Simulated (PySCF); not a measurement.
Job file and geometry (Å, from GFN2-xTB) of an NMR shielding run on `InChI=1S/C7H11BOS/c1-6(2)9-8-7-4-3-5-10-7/h3-6,8H,1-2H3`, GIAO PBE0/pcSseg-1 NMR shielding, non-relativistic, gas phase in PySCF 2.14.0, density-fitted response routines; density fitting, a coarse starting grid and PySCF grid level 2 are the driver's defaults:

```
{"job": {"kind": "nmr", "xc": "PBE0", "basis": "pcSseg-1"}, "charge": 0, "multiplicity": 1}
C     -2.165542    -0.627061     0.234472
C     -1.506634     0.565755    -0.455769
C     -2.537693     1.410527    -1.201273
O     -0.556477     0.105297    -1.400048
B      0.694896    -0.277066    -1.187362
C      1.501740    -0.300067     0.145932
C      2.782152    -0.775969     0.279454
C      3.310020    -0.691174     1.581961
C      2.429281    -0.142813     2.459519
S      0.948691     0.269654     1.701803
H     -1.415688    -1.227306     0.743401
H     -2.667147    -1.248159    -0.503832
H     -2.892889    -0.280842     0.963053
H     -1.005838     1.188574     0.299041
H     -3.027985     0.807344    -1.961338
H     -3.283993     1.785820    -0.506654
H     -2.051481     2.252015    -1.688153
H      1.253263    -0.641090    -2.157194
H      3.329228    -1.181856    -0.553075
H      4.296596    -1.022618     1.853330
H      2.556581     0.047978     3.506964
```

Problem. Write the output of this run.

Solution. 
```
coarse grid: 18224 points
cycle   1  E = -770.8584370788  dE =  1.535e+00  |g| = 6.686e-01  |ddm| = 4.215e+00
cycle   2  E = -770.7553752133  dE =  1.031e-01  |g| = 9.901e-01  |ddm| = 1.333e+00
cycle   3  E = -770.9512860641  dE = -1.959e-01  |g| = 1.369e-01  |ddm| = 8.871e-01
cycle   4  E = -770.9549622348  dE = -3.676e-03  |g| = 3.832e-02  |ddm| = 1.198e-01
cycle   5  E = -770.9552619982  dE = -2.998e-04  |g| = 1.370e-02  |ddm| = 4.470e-02
cycle   6  E = -770.9553064433  dE = -4.445e-05  |g| = 5.596e-03  |ddm| = 2.123e-02
cycle   7  E = -770.9553143619  dE = -7.919e-06  |g| = 1.495e-03  |ddm| = 6.331e-03
final grid: 171712 points
cycle   8  E = -771.0279248966  dE = -4.339e-05  |g| = 1.388e-02  |ddm| = 3.899e-02
cycle   9  E = -771.0278675416  dE =  5.735e-05  |g| = 2.137e-02  |ddm| = 2.786e-02
cycle  10  E = -771.0279670086  dE = -9.947e-05  |g| = 2.364e-03  |ddm| = 1.862e-02
cycle  11  E = -771.0279683752  dE = -1.367e-06  |g| = 3.912e-04  |ddm| = 2.417e-03
cycle  12  E = -771.0279684065  dE = -3.136e-08  |g| = 1.747e-04  |ddm| = 4.760e-04
cycle  13  E = -771.0279684135  dE = -6.926e-09  |g| = 6.369e-05  |ddm| = 2.118e-04
cycle  14  E = -771.0279684145  dE = -1.014e-09  |g| = 1.952e-05  |ddm| = 7.130e-05
cycle  15  E = -771.0279684146  dE = -8.095e-11  |g| = 5.649e-06  |ddm| = 2.138e-05
converged SCF energy = -771.0279684146

GIAO shielding tensors (ppm)
atom      isotropic    diamagn.    paramagn.     s11        s22        s33       span
  0 C      159.764     249.647     -89.884    141.094    154.368    183.830     42.736
  1 C      114.404     244.885    -130.481     85.404    103.765    154.043     68.639
  2 C      160.264     245.193     -84.929    142.595    151.941    186.257     43.662
  3 O      118.144     394.016    -275.872    -13.677     66.233    301.878    315.555
  4 B       65.082     194.537    -129.455     44.982     54.448     95.817     50.835
  5 C       39.546     262.596    -223.050    -31.144      2.699    147.082    178.225
  6 C       36.888     251.183    -214.294    -52.332     18.550    144.448    196.780
  7 C       55.052     256.238    -201.185    -27.631     39.240    153.548    181.180
  8 C       42.597     265.389    -222.791    -54.938     40.132    142.598    197.536
  9 S      252.292    1059.606    -807.314    119.897    245.354    391.623    271.726
 10 H       29.878      32.549      -2.670     24.723     30.632     34.280      9.557
 11 H       30.409      30.679      -0.270     27.355     28.306     35.567      8.212
 12 H       30.621      30.631      -0.010     26.931     28.101     36.831      9.900
 13 H       26.607      33.837      -7.230     21.891     26.746     31.184      9.294
 14 H       30.112      28.612       1.500     26.960     28.210     35.167      8.207
 15 H       30.591      28.245       2.345     26.420     28.486     36.865     10.445
 16 H       29.990      28.836       1.154     25.960     27.757     36.251     10.291
 17 H       26.304      31.852      -5.549     22.378     27.931     28.602      6.224
 18 H       23.844      31.867      -8.023     20.882     23.324     27.324      6.441
 19 H       24.359      29.477      -5.118     21.276     24.523     27.278      6.003
 20 H       23.978      31.606      -7.628     21.104     23.571     27.260      6.155
```

Size and cost of the density-fitted run: 232 basis functions, 46 s wall time on 1 thread of an x86-64 server CPU, shared host.
